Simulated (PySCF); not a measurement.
Isomers of C5H8FN, one GFN2-xTB conformer each. Single-point energies are computed at PBE0/pcSseg-1 (PySCF, gas phase, no added dispersion term), electronic only.

| SMILES | GFN2-xTB relative energy (kJ/mol) |
| --- | --- |
| [H]/N=C\[C@@H]1CC[C@H]1F | 82.5 |
| FC[C@H]1C=NCC1 | 0.0 |
| C/N=C1/CC[C@@H]1F | 54.1 |

Conformers: `[H]/[N:1]=[CH:2]\[C@@H:3]1[CH2:4][CH2:5][C@H:6]1[F:7]` with N1–C2–C3–C4 -25°, C2–C3–C4–C5 -132°, C3–C4–C5–C6 12°, C4–C5–C6–F7 -130°, C2–C3–C6–C5 134°; `[F:1][CH2:2][C@H:3]1[CH:4]=[N:5][CH2:6][CH2:7]1` with F1–C2–C3–C4 177°; `[CH3:1]/[N:2]=[C:3]1/[CH2:4][CH2:5][C@@H:6]1[F:7]` with N2–C3–C4–C5 -169°, C3–C4–C5–C6 -9°, C4–C5–C6–F7 128°, N2–C3–C6–C5 169°.

What does PBE0/pcSseg-1 give for the same structures?

```csv
SMILES,PBE0/pcSseg-1 E (Eh),PBE0/pcSseg-1 (kJ/mol),GFN2-xTB (kJ/mol),point group
FC[C@H]1C=NCC1,-349.48548,0.0,0.0,C1
[H]/N=C\[C@@H]1CC[C@H]1F,-349.46078,64.9,82.5,C1
C/N=C1/CC[C@@H]1F,-349.45696,74.9,54.1,C1
```

Both levels put the same isomer lowest; measured from each level's own lowest isomer, the values differ by up to 20.8 kJ/mol (C/N=C1/CC[C@@H]1F: 54.1 against 74.9). As drawn, the highest has a four-membered ring, which the lowest lacks. Neighbours about 10 kJ/mol apart or less ([H]/N=C\[C@@H]1CC[C@H]1F and C/N=C1/CC[C@@H]1F) can change places with a better method, another conformer or zero-point energy.

Which frontier levels, dipoles and rotational constants go with these structures?

| SMILES | HOMO (eV, PBE0/pcSseg-1) | LUMO (eV) | dipole (D) | A, B, C (MHz) |
| --- | --- | --- | --- | --- |
| FC[C@H]1C=NCC1 | -7.55 | -0.16 | 0.36 | 6022, 1805, 1532 |
| [H]/N=C\[C@@H]1CC[C@H]1F | -7.41 | -0.10 | 2.25 | 4740, 1915, 1483 |
| C/N=C1/CC[C@@H]1F | -6.93 | -0.47 | 1.47 | 3993, 2376, 1594 |

As an exercise, what shares would exp(−E/RT) give at 2000 K from these electronic energies alone (no entropy, no degeneracies)?

RT = 16.629 kJ/mol: FC[C@H]1C=NCC1 97.0 %, [H]/N=C\[C@@H]1CC[C@H]1F 2.0 %, C/N=C1/CC[C@@H]1F 1.1 %.
